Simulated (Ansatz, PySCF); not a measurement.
Gas-phase reaction R1 + R2 → P1 + P2, each structure at its B3LYP-D3(BJ)/def2-TZVP stationary point, reached from a drawn start (curvature not checked).
R1: H2O (SMILES O), charge 0, multiplicity 1.
P1: NH3 (SMILES N), charge 0, multiplicity 1.
P2, H6OSi2 (SMILES [SiH3]O[SiH3]) (charge 0, multiplicity 1):
```xyz
9

Si     1.546    -0.323     0.050
O     -0.014    -0.181    -0.426
Si    -1.548     0.295    -0.114
H      2.309    -0.964    -1.042
H      2.115     1.016     0.335
H      1.632    -1.154     1.273
H     -2.070    -0.416     1.077
H     -2.383    -0.028    -1.290
H     -1.587     1.755     0.138
```
R2, H7NSi2 (SMILES [SiH3]N[SiH3]) (charge 0, multiplicity 1):
```csv
atom,x (Å),y (Å),z (Å)
Si,1.5140,-0.2513,0.3237
N,-0.0060,-0.3888,-0.4908
Si,-1.5097,0.3969,-0.1529
H,2.6157,-0.0729,-0.6536
H,1.4341,0.9248,1.2162
H,1.8395,-1.4498,1.1382
H,-0.0370,-1.0777,-1.2313
H,-2.5118,-0.5170,0.4524
H,-2.1066,0.9394,-1.3979
H,-1.2321,1.4964,0.7960
```

P less R. No zero-point or thermal terms.

Cores are frozen in the correlated methods. CBS(a, b) extrapolates the correlation energy as X⁻³ and adds the Hartree–Fock energy of set b.

Programs: Ansatz (a program for electronic structure); PySCF for the D3/D4 terms. No computed number here is a measurement.

PBE/def2-TZVPP gives -20.16 kcal/mol for the reaction energy.

Problem. Where do these levels fall relative to PBE: PBE-D3(BJ)/def2-TZVPP, r2SCAN/def2-TZVPP, B3LYP/def2-TZVPP, wB97M-V/def2-TZVPP, B2PLYP/def2-TZVPP, MP2/CBS(cc-pV(T+d)Z, cc-pV(Q+d)Z), CCSD(T)/CBS(cc-pV(T+d)Z, cc-pV(Q+d)Z).

Solution. PBE-D3(BJ)/def2-TZVPP 0.70; r2SCAN/def2-TZVPP -2.25; B3LYP/def2-TZVPP -3.56; wB97M-V/def2-TZVPP -1.60; B2PLYP/def2-TZVPP -3.21; MP2/CBS(cc-pV(T+d)Z, cc-pV(Q+d)Z) -1.51; CCSD(T)/CBS(cc-pV(T+d)Z, cc-pV(Q+d)Z) -1.83 kcal/mol. 1 of 7 lie above PBE; the widest gap is to B3LYP/def2-TZVPP.
